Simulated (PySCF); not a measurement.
Cl₄OW (SMILES [O]=[W]([Cl])([Cl])([Cl])[Cl]), singlet, geometry from GFN2-xTB (such geometries of metal compounds can be far from the true shape) (core potentials on W); SVWN5/def2-SV(P) in PySCF.

PySCF was given this input:
```python
from pyscf import gto, scf, dft

mol = gto.M(
    atom='''
W     0.164612   -0.050511   -0.090041
O     1.580337   -0.484924   -0.864423
Cl    0.482221   -0.520465    2.103491
Cl   -1.212340    0.744500   -1.704126
Cl   -1.153044   -1.893450   -0.115885
Cl    0.422926    2.117486    0.515249
''',
    basis='def2-sv(p)',
    ecp={'W': 'def2-sv(p)'},
    charge=0,
    spin=0,
    verbose=4,
)

mf = dft.RKS(mol)
mf.xc = 'lda,vwn'
mf.kernel()
```

Question: Predict the main parts of the log of this PySCF run.

Answer: 
```
PySCF version 2.14.0

[INPUT] verbose = 4
[INPUT] num. atoms = 6
[INPUT] num. electrons = 90
[INPUT] charge = 0
[INPUT] spin (= nelec alpha-beta = 2S) = 0
[INPUT] symmetry False subgroup None
[INPUT] Mole.unit = angstrom
[INPUT] Symbol           X                Y                Z      unit          X                Y                Z       unit  Magmom
[INPUT]  1 W      0.164612000000  -0.050511000000  -0.090041000000 AA    0.311071596817  -0.095451956278  -0.170152829982 Bohr   0.0
[INPUT]  2 O      1.580337000000  -0.484924000000  -0.864423000000 AA    2.986404114517  -0.916373551229  -1.633522725775 Bohr   0.0
[INPUT]  3 Cl     0.482221000000  -0.520465000000   2.103491000000 AA    0.911265621514  -0.983536307422   3.975021895487 Bohr   0.0
[INPUT]  4 Cl    -1.212340000000   0.744500000000  -1.704126000000 AA   -2.290990569855   1.406901099739  -3.220331421751 Bohr   0.0
[INPUT]  5 Cl    -1.153044000000  -1.893450000000  -0.115885000000 AA   -2.178937369573  -3.578101930558  -0.218990911945 Bohr   0.0
[INPUT]  6 Cl     0.422926000000   2.117486000000   0.515249000000 AA    0.799214310958   4.001468612601   0.973679495956 Bohr   0.0

nuclear repulsion = 617.635296378395
number of shells = 49
number of NR pGTOs = 218
number of NR cGTOs = 111
basis = def2-sv(p)
ecp = {'W': 'def2-sv(p)'}

******** <class 'pyscf.dft.rks.RKS'> ********
method = RKS
initial guess = minao
damping factor = 0
level_shift factor = 0
DIIS = <class 'pyscf.scf.diis.CDIIS'>
diis_start_cycle = 1
diis_space = 8
diis_damp = 0
SCF conv_tol = 1e-09
SCF conv_tol_grad = None
SCF max_cycles = 50
direct_scf = True
direct_scf_tol = 1e-13
XC library pyscf.dft.libxc version 7.1.2
    S. Lehtola, C. Steigemann, M. J. T. Oliveira, and M. A. L. Marques,  SoftwareX 7, 1–5 (2018)
XC functionals = lda,vwn
    P. A. M. Dirac,  Math. Proc. Cambridge Philos. Soc. 26, 376 (1930)
    F. Bloch,  Z. Phys. 57, 545 (1929)
    S. H. Vosko, L. Wilk, and M. Nusair,  Can. J. Phys. 58, 1200 (1980)
radial grids:
    Treutler-Ahlrichs [JCP 102, 346 (1995); DOI:10.1063/1.469408] (M4) radial grids

becke partition: Becke, JCP 88, 2547 (1988); DOI:10.1063/1.454033
pruning grids: <function nwchem_prune>
grids dens level: 3
symmetrized grids: False
atomic radii adjust function: <function treutler_atomic_radii_adjust>
small_rho_cutoff = 0
Set gradient conv threshold to 3.16228e-05
Initial guess from minao.
tot grids = 113912
init E= -1964.03638443371
  HOMO = -0.490798667433092  LUMO = -0.370605735167845  gap/eV = 3.27062
cycle= 1 E= -1975.80695337669  delta_E= -11.8  |g|= 1.26  |ddm|= 7.41
  HOMO = -0.269497125122532  LUMO = -0.26322633712909  gap/eV = 0.17064
cycle= 2 E= -1967.70014292509  delta_E= 8.11  |g|= 4.73  |ddm|=  4.7
  HOMO = -0.229548419941379  LUMO = -0.174256466848278  gap/eV = 1.50457
cycle= 3 E= -1976.04714109312  delta_E= -8.35  |g|= 0.645  |ddm|=  4.4
  HOMO = -0.30278926210012  LUMO = -0.181236403213393  gap/eV = 3.30762
cycle= 4 E= -1975.99223096997  delta_E= 0.0549  |g|= 0.788  |ddm|= 1.45
  HOMO = -0.28938764689257  LUMO = -0.236131195370084  gap/eV = 1.44918
cycle= 5 E= -1976.12097817647  delta_E= -0.129  |g|= 0.385  |ddm|= 1.13
  HOMO = -0.282988346494552  LUMO = -0.212973900753524  gap/eV = 1.90519
cycle= 6 E= -1976.15965201262  delta_E= -0.0387  |g|= 0.0538  |ddm|= 0.384
  HOMO = -0.282285298895995  LUMO = -0.212188181705686  gap/eV = 1.90744
cycle= 7 E= -1976.16021830775  delta_E= -0.000566  |g|= 0.0161  |ddm|= 0.0392
  HOMO = -0.282512325798788  LUMO = -0.2120077092467  gap/eV = 1.91853
cycle= 8 E= -1976.16024703493  delta_E= -2.87e-05  |g|= 0.0122  |ddm|= 0.0119
  HOMO = -0.282424448577835  LUMO = -0.211684448400672  gap/eV = 1.92493
cycle= 9 E= -1976.16026942957  delta_E= -2.24e-05  |g|= 0.00551  |ddm|= 0.00525
  HOMO = -0.282377807468389  LUMO = -0.211654276583151  gap/eV = 1.92449
cycle= 10 E= -1976.16027600946  delta_E= -6.58e-06  |g|= 0.000265  |ddm|= 0.00437
  HOMO = -0.282376231665361  LUMO = -0.211665766651346  gap/eV = 1.92413
cycle= 11 E= -1976.16027602636  delta_E= -1.69e-08  |g|= 4.84e-05  |ddm|= 0.000266
  HOMO = -0.282373946235317  LUMO = -0.211663040381909  gap/eV = 1.92414
cycle= 12 E= -1976.1602760258  delta_E= 5.54e-10  |g|= 6.17e-05  |ddm|= 0.000173
  HOMO = -0.282374430878723  LUMO = -0.211663923521651  gap/eV = 1.92413
cycle= 13 E= -1976.16027602714  delta_E= -1.34e-09  |g|= 7.68e-06  |ddm|= 0.000107
  HOMO = -0.28237505452464  LUMO = -0.211664612317303  gap/eV = 1.92413
cycle= 14 E= -1976.16027602716  delta_E= -1.59e-11  |g|= 2.52e-06  |ddm|= 1.34e-05
  HOMO = -0.282374599519753  LUMO = -0.211664214244586  gap/eV = 1.92413
Extra cycle  E= -1976.16027602714  delta_E= 2.27e-11  |g|= 1.09e-05  |ddm|= 1.06e-05
converged SCF energy = -1976.16027602714
```
